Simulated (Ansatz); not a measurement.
One change: `[F][Sn][N]([SiH3])[SiH3]` becomes `[SiH3][N]([SiH3])[Mg][Cl]`.

Ansatz, PBE0-D4/def2-TZVP geometries, multiplicity 1. Each molecule was computed in one conformer, which needn't be the lowest.

Elements past krypton have def2 core potentials.

```json
{"property": "LUMO energy (PBE/def2-TZVPP) / eV", "`[F][Sn][N]([SiH3])[SiH3]`": "-3.18"}
{"property": "HOMO energy (B3LYP/def2-TZVPP) / eV", "`[F][Sn][N]([SiH3])[SiH3]`": "-7.55"}
{"property": "HOMO energy (ωB97M-V/def2-TZVPP) / eV", "`[F][Sn][N]([SiH3])[SiH3]`": "-9.98"}
{"property": "HOMO–LUMO gap (ωB97M-V/def2-TZVPP) / eV", "`[F][Sn][N]([SiH3])[SiH3]`": "9.16"}
{"property": "HOMO energy (PBE/def2-TZVPP) / eV", "`[F][Sn][N]([SiH3])[SiH3]`": "-6.55"}
{"property": "size of the dipole moment (B3LYP/def2-TZVPP) / D", "`[F][Sn][N]([SiH3])[SiH3]`": "2.64"}
```

(1) Give the same properties after the change, and the shifts. (Best estimate.)

Results:

(1) Computed: 
| property | `[SiH3][N]([SiH3])[Mg][Cl]` | shift |
| --- | --- | --- |
| LUMO energy (PBE/def2-TZVPP) / eV | -2.46 | 0.72 |
| HOMO energy (B3LYP/def2-TZVPP) / eV | -7.39 | 0.16 |
| HOMO energy (ωB97M-V/def2-TZVPP) / eV | -9.87 | 0.11 |
| HOMO–LUMO gap (ωB97M-V/def2-TZVPP) / eV | 9.59 | 0.43 |
| HOMO energy (PBE/def2-TZVPP) / eV | -6.35 | 0.20 |
| size of the dipole moment (B3LYP/def2-TZVPP) / D | 1.01 | -1.63 |

With PBE0 the HOMO rises by 0.16 eV and the LUMO rises by 0.81 eV, so the gap widens by about 0.65 eV. PBE moves the HOMO by 0.20 eV and ωB97M-V by 0.11 eV. Dipoles are sizes alone; their direction can turn.

B3LYP here is the variant with VWN-RPA as its local correlation; programs differ in this.
